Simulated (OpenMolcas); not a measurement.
Rh3+ (d6) in a complex was computed by CASSCF with the d shell active (OpenMolcas, ANO-RCC-VDZP on the metal). Its lowest spin-free states, and all those of the highest spin:

| 2S+1 | Degeneracy | E (cm-1) |
| --- | --- | --- |
| 5 | 2 | 0.0 |
| 3 | 3 | 6926 |
| 5 | 3 | 7867 |
| 1 | 2 | 13081 |
| 3 | 3 | 13376 |
| 1 | 3 | 13821 |
| 3 | 2 | 13884 |
| 3 | 3 | 13999 |
| 3 | 1 | 16509 |
| 3 | 1 | 16778 |
| 1 | 1 | 17945 |
| 3 | 2 | 18965 |

Is the site octahedral, tetrahedral or cube-like, axial, or of lower symmetry?

The states with 2S+1 = 5 have orbital degeneracies 2, 3. Threefold states need a cubic site. For d6 at this spin an octahedron puts the threefold T2 below the twofold E and a tetrahedron or cube puts the twofold E below the threefold T2, so the site is a tetrahedron or a cube, which this pattern cannot tell apart. The first gap at this spin, 7870 cm-1, is |10Dq| in ligand-field theory. The run had Rh3+ with 4 ligands (chloride) in tetrahedral coordination (Td) at 2.29 Å. A charge of +0.25 e stands 2.4 Å behind each ligand. Ligand basis ANO-RCC-VDZP.

An orbital doublet at a regular site is open to a Jahn-Teller distortion, which this geometry leaves out. Without dynamic correlation the repulsion within the d shell is too large (B by tens of per cent), so at a given field states of lower spin stand too high. The least metal-like active orbital is 75 % on the metal (Löwdin) and no ligand orbital is active, so the numbers are rough. With metal d orbitals alone the field can be off either way by tens of per cent. Ligand-to-metal charge-transfer states are missing. With no ligand orbital active B as a rule stays too high, so bands that hang on it stand too high and its fall with covalency is understated. No measured value stands beside these numbers; the geometry was imposed, not optimised, and the real ion may take another.
